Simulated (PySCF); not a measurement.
SnF⁻ at UHF-CCSD

Level: UHF-CCSD. Sn def2-TZVPPD with ECP28, F def2-TZVPPD; scalar-relativistic core potentials (PySCF 2.14).

* state: ³Σ⁻ (triplet), unpaired electrons π ↑↑
* bond length: 2.036 Å
* harmonic wavenumber: 457 cm⁻¹
* force constant: 2.02 mdyn/Å
* rotational constant Be: 0.2481 cm⁻¹
* anharmonicity ωexe: 3.12 cm⁻¹
* vibration–rotation constant αe: 0.00220 cm⁻¹

Correlated steps freeze 5 core orbitals. These are scalar-relativistic numbers at best; spin–orbit coupling would shift them, the dissociation energy most. The state is the lowest determinant that a PBE0 search found; another state may lie lower at other levels.
